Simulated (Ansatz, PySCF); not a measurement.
Molecule: C₄F₅ (charge 0, doublet). It need not be the lowest isomer of its formula. SMILES: F[C]=C(F)C(F)=C(F)F
Geometry from a B3LYP-D3(BJ)/def2-TZVP (Ansatz, a program for electronic structure) optimisation:
```xyz
9

F      2.4611     0.3029    -1.7882
C      1.2700     0.1724    -1.2897
C      0.8491    -0.4505    -0.2071
F      1.7087    -1.1545     0.5751
C     -0.5319    -0.4324     0.2295
F     -1.1408    -1.6313     0.3513
C     -1.2364     0.6582     0.5197
F     -2.5028     0.6352     0.8631
F     -0.7601     1.8827     0.4972
```
Charge 0, spin multiplicity 2.

Wanted: atomisation energy (electronic, to ground-state atoms), in eV. Correlated levels leave the core frozen unless marked. UHF or UKS for open shells. Spin-orbit coupling is left out. Non-relativistic. The coupled-cluster limit lacks core correlation, which all-electron functionals hold. CBS(X,Y): correlation extrapolated as X^-3; Hartree-Fock from the larger set. [CCSD(T)-MP2]/basis is that difference in the basis named.

| level | program | atomisation energy (eV) | minus last row |
|---|---|---|---|
| PBE-D4/def2-TZVPD | Ansatz + dftd4 | 43.06 | 3.31 |
| revPBE-D4/def2-TZVPD | Ansatz + dftd4 | 41.09 | 1.34 |
| PBE0/def2-SVP | Ansatz | 41.62 | 1.87 |
| PBE0-D3(BJ)/def2-TZVP | Ansatz + dftd3 | 40.80 | 1.05 |
| PBE0/def2-TZVP | Ansatz | 40.64 | 0.89 |
| TPSSh/def2-TZVPD | PySCF | 39.63 | -0.12 |
| r2SCAN0-D4/def2-TZVPD | Ansatz + dftd4 | 38.93 | -0.82 |
| LC-wPBE-D3(BJ)/def2-TZVPD | Ansatz + dftd3 | 40.82 | 1.07 |
| CCSD(T)/STO-3G | Ansatz | 32.98 | -6.77 |
| RI-MP2/CBS(cc-pVTZ,cc-pVQZ)+[CCSD(T)-MP2]/cc-pVDZ | Ansatz | 39.75 | 0.00 |

The UHF reference is spin-contaminated (<S^2> 0.30 over the pure value in the largest basis).
